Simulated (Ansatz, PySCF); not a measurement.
System: TlI, charge -1, multiplicity 2. 
Structure (B3LYP-D3(BJ)/def2-TZVP (Ansatz, a program for electronic structure) minimum search):
```
Tl
I 1 3.1505
```
Charge -1, spin multiplicity 2.

Total electronic energies in hartree. Correlated levels leave the core frozen unless marked. UHF or UKS for open shells. No spin-orbit coupling. Frozen are the shells of the preceding noble gas and the d and f shells that filled before the atom's block. In def2 rows, elements after Kr have scalar-relativistic effective core potentials. CBS marks a two-point X^-3 extrapolation of the correlation energy; Hartree-Fock from the larger set. The bracket is a focal-point correction in the basis named.

```
level                                                                 program  energy (Eh)
-------------------------------------------------------------  --------------  -----------
HF/def2-SVPD                                                           Ansatz   -468.26948
HF/def2-QZVPPD                                                         Ansatz   -468.28010
SVWN5/def2-TZVPD                                                        PySCF   -469.69097
revPBE/def2-TZVPD                                                      Ansatz   -470.45788
BP86/def2-TZVPD                                                         PySCF   -470.62262
r2SCAN-D4/def2-TZVPD                                           Ansatz + dftd4   -470.52975
B97M-V/def2-TZVPD                                                      Ansatz   -470.30698
PBE0/def2-TZVP                                                         Ansatz   -470.34264
PBE0/def2-TZVPD                                                        Ansatz   -470.34444
BHLYP/def2-TZVPD                                                       Ansatz          [?]
TPSSh-D3(BJ)/def2-TZVPD                                         PySCF + dftd3   -470.18891
TPSSh-D4/def2-TZVPD                                             PySCF + dftd4   -470.18917
r2SCAN0-D4/def2-TZVPD                                          Ansatz + dftd4   -470.44649
CAM-B3LYP-D4/def2-TZVPD                                        Ansatz + dftd4          [?]
LC-wPBE/def2-TZVPD                                                     Ansatz   -470.38503
PBE-QIDH/def2-TZVPD                                                    Ansatz   -469.71758
RPA@PBE/def2-TZVPP                                                     Ansatz   -468.57537
MP2/def2-SVPD                                                          Ansatz   -468.40816
SCS-MP2/def2-SVPD                                                      Ansatz   -468.40470
SCS-MP2/def2-QZVPP                                                     Ansatz   -468.48473
CCSD(T)/def2-QZVPP                                                     Ansatz   -468.51428
RI-MP2/CBS(def2-TZVPPD,def2-QZVPPD)+[CCSD(T)-MP2]/def2-QZVPPD          Ansatz    -468.5324
CCSD(T)/CBS(def2-TZVPPD,def2-QZVPPD)                                   Ansatz    -468.5332
```

Complete the blanks.


- BHLYP/def2-TZVPD, energy (Eh): -470.16063
- CAM-B3LYP-D4/def2-TZVPD, energy (Eh): -470.30266
